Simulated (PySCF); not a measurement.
How methods differ on the ionisation energy of Fe¹¹⁺

Fe¹¹⁺ [Ne] 3s2 3p3 (4S) → Fe¹²⁺ [Ne] 3s2 3p2 (3P), as a difference of total energies. Calculation: PySCF 2.14, in an uncontracted even-tempered set (19 s from 0.69 bohr⁻², ratio 2.5; 12 p from 0.9 bohr⁻², ratio 2.5; 5 d from 5 bohr⁻², ratio 2.7; 4 f from 7.5 bohr⁻², ratio 2.7); scalar relativity by spin-free X2C-1e. Correlated levels: outer shells: 1s2 frozen; virtual orbitals above 40 to 60 times the deepest correlated orbital energy dropped. The calculations carry no spin-orbit coupling.

```tsv
method	ionisation energy (eV)
UHF	328.08
MP2 (outer shells)	328.66
SCS-MP2 (outer shells)	328.44
CCSD (outer shells)	328.50
CCSD(T) (outer shells)	328.50
```

Task: How much does correlation contribute at CCSD(T) (outer shells)?

Result: 328.50 − (328.08) = 0.42 eV, measured against UHF.

A first-order spin-orbit estimate (lowest level to lowest level, LS coupling) adds -1.433 eV.

For comparison: 330.8 ± 0.6 eV (semi-empirical (NIST evaluation); NIST Atomic Spectra Database, ionization energies).
